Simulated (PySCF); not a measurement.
ZrCl from Hartree–Fock to correlated methods

State: ⁴Σ⁻ (quartet), unpaired electrons σ ↑, δ ↑↑. Set-up: Zr def2-TZVPPD with ECP28, Cl def2-TZVPPD; scalar-relativistic core potentials (PySCF 2.14). De refers to Zr (4d2 5s2) + Cl in their high-spin ground configurations, without counterpoise correction. The functionals are run spin-unrestricted. A positive dipole means Zr(−)Cl(+).

```csv
Level,Re (Å),ωe (cm⁻¹),De (eV),μ (D)
UHF,2.409,360,n/a,-4.73
UHF-MP2,2.329,393,n/a,n/a
UHF-SCS-MP2,2.349,384,n/a,n/a
UHF-CCSD,2.354,385,4.34,n/a
UHF-CCSD(T),2.348,387,4.42,n/a
LDA,2.285,411,n/a,-3.10
PBE,2.323,387,n/a,-3.54
revPBE,2.335,379,n/a,-3.68
PW91,2.322,388,n/a,-3.54
r²SCAN,2.330,389,n/a,-4.19
M06-L,2.340,385,n/a,-4.83
PBE0,2.326,390,n/a,-4.02
B97-3,2.345,378,n/a,-4.08
HSE06,2.328,389,n/a,-3.97
```

The bond length runs from 2.285 Å (LDA) to 2.409 Å (UHF).

Correlated steps freeze 5 core orbitals. De is left out where the level can put another filling of the metal’s s and d shells below the measured ground configuration, by anything from nothing to about 1 eV. Spin–orbit coupling is left out, which matters for elements this heavy, above all for dissociation energies. With d or f electrons several states lie close, and the lowest PBE0 determinant need not be the measured ground state.

The whole job (state search and all levels along the bond) took about 31 min on 2 threads of Arm Neoverse V1 (shared host), peak memory 6 GiB.
